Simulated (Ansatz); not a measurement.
One geometry of TiSi6⁺, several levels of theory.

```yaml
crystal:
  periodic: [false, false, false]
  atoms:
    - {symbol: Ti, position_ang: [1.044681, -0.345364, -1.650099]}
    - {symbol: Si, position_ang: [0.250209, 0.106281, 2.501247]}
    - {symbol: Si, position_ang: [-1.215251, 0.315390, 0.642625]}
    - {symbol: Si, position_ang: [-0.628083, 1.507703, -1.331580]}
    - {symbol: Si, position_ang: [0.631888, -1.357585, 0.574905]}
    - {symbol: Si, position_ang: [1.171213, 1.016764, 0.418776]}
    - {symbol: Si, position_ang: [-1.254647, -1.243200, -1.155874]}
basis:
  gaussian: {orbitals: def2-TZVP, initial_orbitals: start.molden}
total_charge: 1
magnetization: {spin_polarized: true, initial_magnetization: 1}
hamiltonian: {xc: {name: revPBE}, dispersion: d4}
scf: {omitted_lower_state_checks: [starts]}
output: {orbitals: {seedname: orbitals}}
```

The file start.molden holds the orbitals of an earlier run on this structure, at another level or in another basis.

```sh
$ ansatz run in.yaml --threads 4 --pin off --events-out ev --progress --plain --max-ram 4787MiB
```

Output, abridged:

```
Functional definition: revPBE
1925 factors; their error is unknown
mean field evaluation 1: about -70362.1174 eV, gradient 9.1e0 eV
mean field evaluation 2: about -70362.3375 eV, gradient 4.8e-1 eV
mean field evaluation 4: about -70362.3236 eV, gradient 1.2e-1 eV
mean field evaluation 8: about -70362.3241 eV, gradient 1.8e-5 eV
mean field -70362.32406173 eV, -2585.7677159724 hartree, gradient 1.2e-5 eV, S^2 0.795031; 0 other end points of the search recorded, 0 dependent functions left out
reference -70362.32411246 eV, -2585.7677178368 hartree; 53, 52 occupied and 214, 215 virtual orbitals, 1925 factors
Total energy: -70363.65519264 eV, -2585.8166341311 hartree
Checks for a lower state left out: starts
```

Run time 16 s (4 threads of Arm Neoverse V1 on a shared host).

As the first input, with `hamiltonian: {xc: {name: LC-wPBE}}`, `output: {forces: true, orbitals: {seedname: orbitals}}` (abridged; 65 s):

```
Functional definition: LC-wPBE
mean field -70350.52744687 eV, -2585.3341983725 hartree, gradient 6.7e-6 eV, S^2 1.233672
Total energy: -70350.52744688 eV, -2585.3341983727 hartree
Atom 0 force     0.215992    -0.035662     0.084248 eV/Å
Atom 1 force    -0.053069    -0.043113    -0.742938 eV/Å
Atom 2 force     0.552045    -0.148314    -0.281963 eV/Å
Atom 3 force     0.022646    -0.517870     0.589519 eV/Å
Atom 4 force    -0.400935     0.568217    -0.113545 eV/Å
Atom 5 force    -0.588828    -0.344048    -0.063003 eV/Å
Atom 6 force     0.252149     0.520790     0.527683 eV/Å
Dipole moment:     0.578493    -0.174963    -0.704501 e Å
Checks for a lower state left out: starts
```

First input, but with `gaussian: {orbitals: STO-3G}`, `hamiltonian: {xc: hf}` (abridged; 2.2 s):

```
Functional definition: HF
mean field evaluation 16: about -69473.4003 eV, gradient 2.0e-1 eV
mean field -69473.56331415 eV, -2553.1063609225 hartree, gradient 1.9e-5 eV, S^2 1.635441
Total energy: -69473.56331415 eV, -2553.1063609225 hartree
Checks for a lower state left out: starts
```

The first input with `hamiltonian: {xc: pbe, dispersion: d4}` (abridged; 16 s):

```
Functional definition: PBE
mean field -70345.05179650 eV, -2585.1329719326 hartree, gradient 4.9e-6 eV, S^2 0.789208
Total energy: -70345.70352427 eV, -2585.1569224865 hartree
Checks for a lower state left out: starts
```

As the first input, with `gaussian: {orbitals: 6-31G}`, `hamiltonian: {xc: hf}` (abridged; 9 s):

```
Functional definition: HF
mean field evaluation 16: about -70239.0324 eV, gradient 7.6e-2 eV
mean field -70240.14768081 eV, -2581.2778167878 hartree, gradient 9.1e-6 eV, S^2 1.966164
Total energy: -70240.14768081 eV, -2581.2778167878 hartree
Checks for a lower state left out: starts
```

As the first input, with `hamiltonian: {xc: pbe0, dispersion: d4}` (abridged; 2.2 min):

```
Functional definition: PBE0
mean field -70348.62287196 eV, -2585.2642065352 hartree, gradient 7.7e-6 eV, S^2 0.936935
Total energy: -70349.18175442 eV, -2585.2847450870 hartree
Checks for a lower state left out: starts
```

First input, but with `hamiltonian: {xc: r2scan, dispersion: d4}` (abridged; 47 s):

```
Functional definition: r2SCAN
mean field -70369.00497760 eV, -2586.0132351022 hartree, gradient 8.8e-6 eV, S^2 0.897847
Total energy: -70369.12855432 eV, -2586.0177764629 hartree
Checks for a lower state left out: starts
```

Geometry: PBE0-D4/def2-SVP.

The 6-31G sets use Cartesian d functions. LC-ωPBE has ω = 0.4 bohr⁻¹. At LC-ωPBE/def2-TZVP, HF/STO-3G, HF/6-31G, PBE0-D4/def2-TZVP and others the charge 1 doublet is spin-contaminated (final ⟨S²⟩ up to 1.97, 0.75 for a pure state). The order of the spin states hangs on the level: the quartet lies 0.22 eV below the doublet at LC-ωPBE/def2-TZVP, but 0.43 eV above it at revPBE-D4/def2-TZVP. The doublet is doubtful at LC-ωPBE/def2-TZVP (⟨S²⟩ 1.23, where a pure state has 0.75). The structure comes from a short search, and lower isomers may exist.
